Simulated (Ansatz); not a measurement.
Reaction (ligand exchange at the Si–O bond): `O=C[SiH](Cl)O[SiH3]` + `N[SiH2][SeH]` → `[SiH3]N[SiH2][SeH]` + `O=C[SiH](O)Cl`

Computed with Ansatz on PBE0-D4/def2-TZVP structures; ΔE is electronic, products minus reactants. CCSD(T)/CBS is the MP2 limit (def2-TZVPP, def2-QZVPP) plus CCSD(T) − MP2 in def2-TZVPP, frozen cores. DFT in def2-TZVPP. For Se outer-core shells are correlated without core-valence functions, which leaves a few kJ/mol of doubt a bond. Scalar relativity is left out up to krypton. One conformer a species, not always the lowest.

| level | ΔE (kJ/mol) | difference from CCSD(T)/CBS |
| --- | --- | --- |
| PBE-D4 | 41.9 | -6.8 |
| PBE0-D4 | 44.5 | -4.2 |
| ωB97X-V | 49.3 | 0.6 |
| ωB97M-V | 48.4 | -0.3 |
| B2PLYP | 51.8 | 3.1 |
| PBE0 | 44.9 | -3.8 |
| SCS-MP2/def2-TZVPP | 51.4 | 2.7 |
| MP2/def2-QZVPP | 48.5 | -0.2 |
| SCS-MP2/def2-QZVPP | 51.7 | 3.0 |
| CCSD/CBS(def2) | 50.8 | 2.1 |
| CCSD(T)/CBS | 48.7 | 0 |

Largest T1 diagnostic among the species: 0.014.

In def2-TZVPP, CCSD(T) changes the Hartree–Fock value by −13.4 kJ/mol (the triples alone add −2.1 kJ/mol) and MP2 by −14.1 kJ/mol.
